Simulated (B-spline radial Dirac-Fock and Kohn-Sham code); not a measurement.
# Elastic and transport cross sections of platinum for electrons

Calculated with a B-spline atomic structure program, using relativistic (Dirac) partial waves in the static field of the Dirac-Fock atom with Furness-McCarthy exchange, without polarisation or absorption potentials. σ_tr1 and σ_tr2 weight the cross section with 1 − P₁ and 1 − P₂ of cos θ; "backward" is the share scattered beyond 90°.

| energy (eV) | σ (a₀²) | σ_tr1 (a₀²) | σ_tr2 (a₀²) | σ/σ_tr1 | backward (%) |
| --- | --- | --- | --- | --- | --- |
| 50000 | 1.13 | 0.0146 | 0.0303 | 77.7 | 0.25 |
| 58900 | 1.02 | 0.0113 | 0.0240 | 90.3 | 0.20 |
| 59700 | 1.02 | 0.0111 | 0.0236 | 91.5 | 0.20 |
| 61200 | 1.00 | 0.0107 | 0.0228 | 93.6 | 0.19 |
| 73200 | 0.898 | 0.00812 | 0.0176 | 111 | 0.15 |
| 94100 | 0.773 | 0.00552 | 0.0123 | 140 | 0.11 |
| 100000 | 0.746 | 0.00503 | 0.0113 | 148 | 0.10 |
| 122000 | ? | ? | ? | ? | ? |
| 200000 | 0.512 | 0.00175 | 0.00413 | 293 | 0.040 |
| 300000 | 0.426 | 0.000948 | 0.00231 | 450 | 0.022 |

Task: Fill in the row for 122 keV.

Result: σ = 0.666 a₀², σ_tr1 = 0.00371 a₀², σ_tr2 = 0.00844 a₀², σ/σ_tr1 = 179, backward 0.078 %. The ratio σ/σ_tr1 is roughly the number of elastic collisions that randomise the direction.
